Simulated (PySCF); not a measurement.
First SCF of a structure search on doublet MoO₂⁺, at a hand-made end-on geometry. PySCF input:

```python
from pyscf import gto, scf, dft
mol = gto.M(atom='''
Mo     0.000000     0.000000     0.000000
O      0.000000     0.000000     2.070300
O      1.252800     0.000000     2.790300''',
    basis={'Mo': 'def2-TZVP', 'O': 'def2-TZVP'},
    ecp={'Mo': 'def2-TZVP'},
    charge=1, spin=1)
mf = dft.UKS(mol, xc='PBE0')
mf.grids.atom_grid = (50, 194)
aux = {'Mo': 'def2-universal-JKFIT', 'O': 'def2-universal-JKFIT'}
mf = mf.density_fit(auxbasis=aux)
mf.conv_tol = 1e-08
mf.diis_space = 10
mf.max_cycle = 60
mf.init_guess = 'minao'
mf.verbose = 4
mf.kernel()
```

Excerpt of the output (cycles alone):

```
init E= -211.849998895517
cycle= 1 E= -217.692141996035  delta_E= -5.84  |g|= 0.607  |ddm|=  2.6
cycle= 2 E= -202.181548577859  delta_E= 15.5  |g|= 4.38  |ddm|= 3.13
cycle= 3 E= -215.057418256417  delta_E= -12.9  |g|= 2.03  |ddm|= 2.63
cycle= 4 E= -217.657493337392  delta_E= -2.6  |g|= 0.802  |ddm|= 1.16
cycle= 5 E= -216.879843698324  delta_E= 0.778  |g|=  1.5  |ddm|= 0.664
cycle= 6 E= -217.420006116918  delta_E= -0.54  |g|= 1.07  |ddm|= 0.26
cycle= 7 E= -217.483611659281  delta_E= -0.0636  |g|= 0.976  |ddm|= 0.167
cycle= 8 E= -217.384773560343  delta_E= 0.0988  |g|= 1.08  |ddm|= 0.246
cycle= 9 E= -217.509341563067  delta_E= -0.125  |g|= 0.953  |ddm|= 0.169
cycle= 10 E= -217.608427170944  delta_E= -0.0991  |g|= 0.837  |ddm|= 0.0956
cycle= 11 E= -217.814955336245  delta_E= -0.207  |g|= 0.513  |ddm|= 0.198
cycle= 12 E= -217.962809552613  delta_E= -0.148  |g|= 0.0522  |ddm|= 0.429
cycle= 13 E= -217.973056682678  delta_E= -0.0102  |g|= 0.0562  |ddm|= 0.162
... 14 lines left out ...
cycle= 28 E= -218.013049707686  delta_E= -8.67e-06  |g|= 0.00101  |ddm|= 0.00849
cycle= 29 E= -218.01305259281  delta_E= -2.89e-06  |g|= 0.000566  |ddm|= 0.00366
cycle= 30 E= -218.013056428343  delta_E= -3.84e-06  |g|= 0.000307  |ddm|= 0.00763
cycle= 31 E= -218.013057434326  delta_E= -1.01e-06  |g|= 0.000193  |ddm|= 0.00308
cycle= 32 E= -218.013058109039  delta_E= -6.75e-07  |g|= 0.000114  |ddm|= 0.0034
cycle= 33 E= -218.013058308027  delta_E= -1.99e-07  |g|= 7.47e-05  |ddm|= 0.00216
cycle= 34 E= -218.013058332401  delta_E= -2.44e-08  |g|= 4.67e-05  |ddm|= 0.000795
cycle= 35 E= -218.013058338592  delta_E= -6.19e-09  |g|= 2.31e-05  |ddm|= 0.000143
Extra cycle  E= -218.013058341768  delta_E= -3.18e-09  |g|= 2.8e-05  |ddm|= 8.38e-05
converged SCF energy = -218.013058341768  <S^2> = 2.8215329  2S+1 = 3.5051578
```

No lower solution of this spin was found from smeared starts or by a stability analysis within the unrestricted form.

Open d and f shells are described by one determinant, and the ground state may have another occupation or spin.

The search for the lowest solution, 2 starts and the stability check together, took 46 s on 2 threads of a shared Arm Neoverse V1 host, with 102 basis functions; the process peaked at 0.4 GiB.
